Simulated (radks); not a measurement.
The nuclear charge of the antimony ion Sb+ is varied continuously with 50 electrons held in [Kr] 4d10 5s2 5p2. All-electron calculation, Dirac Kohn-Sham, PBE, spin-unpolarised, spherical densities, point nucleus; open shells fill j = l - 1/2 first. Program: a radial shooting solver on a logarithmic mesh with Libxc functionals. By the Hellmann-Feynman theorem dE/dZ = E(electron-nucleus)/Z, the electronic potential at the nucleus.

Z      E (hartree)  E(electron-nucleus)/Z (hartree)   HOMO  e(HOMO) (eV)  <r> HOMO (bohr)
50     -6179.02320                         -300.002  5p1/2        -3.831            3.170
50.25  -6254.28631                         -302.103  5p1/2        -5.727            2.989
50.5   -6330.07463                         -304.203  5p1/2        -7.783            2.842
50.75  -6406.38806                         -306.304  5p1/2        -9.983            2.719
51     -6483.22668                         -308.405  5p1/2       -12.315            2.613
51.25  -6560.59064                         -310.507  5p1/2       -14.772            2.519
51.5   -6638.48021                         -312.610  5p1/2       -17.348            2.436
51.75  -6716.89569                         -314.714  5p1/2       -20.038            2.361
52     -6795.83745                         -316.820  5p1/2       -22.837            2.293

The central difference of E at Z = 51 is -308.405 hartree, to compare with the third column; the second derivative is -8.41 hartree.
